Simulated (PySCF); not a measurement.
An element was calculated at PBE0 (PySCF 2.14, ECP, a quadruple-zeta basis, no spin-orbit coupling), in the ground configurations that NIST lists.

- first ionisation energy: 9.251 eV
- second ionisation energy: 18.286 eV
- third ionisation energy: 39.565 eV
- polarisability of the atom: 41.2 bohr³

Which element is it?

Zinc (Zn, Z = 30), in aug-cc-pVQZ-PP with ECP10MDF. NIST lists 9.394, 17.964, 39.723 eV for these ionisation energies.
